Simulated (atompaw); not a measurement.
**Be: variants of one PAW (atompaw) potential**

Base potential:

* Element: Be
* Generator: atompaw 4.2.0.5
* Type: PAW
* Functional: LDA (PW92)
* Relativity: non-relativistic
* Frozen core: [He]
* Valence charge: 2
* Reference configuration: 2s2 2p0
* Partial waves: 2s (bound): rc 1.90 bohr; 2s channel at -0.05 Ry: rc 1.90 bohr; 2p (bound, empty): rc 3.00 bohr; 2p channel at 0.15 Ry: rc 3.00 bohr
* Local potential: bessel scheme, radius 2.05 bohr
* Core correction: smooth core density matched at 1.90 bohr
* Augmentation charge: besselshape compensation charge, radius 2.60 bohr; PAW radius 3.00 bohr; waves and projectors: custom polynom vanderbiltortho

Cutoffs, loose and tight: the cutoffs (Ry, on a coarse ladder) from which the occupation-weighted sum of valence levels, in a spherical-Bessel basis at the reference potential, stays within 10 and 1 mRy of its value at 400 Ry. They see the waves, projectors and local potential, not the compensation charge or the core. A dash means not determined.

A true bound ghost makes a file unfit for plane-wave use even where its test errors are small: the radial tests pick states by their node count and pass the ghost by.

| change | outcome | cutoff, loose | cutoff, tight | bound ghosts |
| --- | --- | --- | --- | --- |
| base | generated | 8 Ry | 12 Ry | none |
| augmentation besselshape compensation charge, radius 2.24 bohr; PAW radius 3.00 bohr; waves and projectors: custom polynom vanderbiltortho | generated | 8 Ry | 12 Ry | none |
| augmentation sinc compensation charge, radius 2.60 bohr; PAW radius 3.00 bohr; waves and projectors: custom polynom vanderbiltortho | generated | 8 Ry | 12 Ry | none |
| all radii scaled by about 0.74 (s 1.42, p 2.22 bohr); local potential bessel scheme, radius 1.52 bohr; augmentation besselshape compensation charge, radius 1.94 bohr; PAW radius 2.22 bohr; waves and projectors: custom polynom vanderbiltortho; core correction smooth core density matched at 1.42 bohr | generated | 8 Ry | 18 Ry | s |
| local potential bessel scheme, radius 1.88 bohr | generated | 8 Ry | 12 Ry | none |
| augmentation besselshape compensation charge, radius 2.60 bohr; PAW radius 3.00 bohr; waves and projectors: custom rrkj vanderbiltortho | generated | 6 Ry | 8 Ry | none |

(1) What comes out with this change to the base: wave 2s (bound): rc 1.90 bohr becomes 2s (bound): rc 2.62 bohr?

## Answers

(1) outcome: generated; cutoff, loose: 6 Ry; cutoff, tight: 6 Ry; bound ghosts: none.
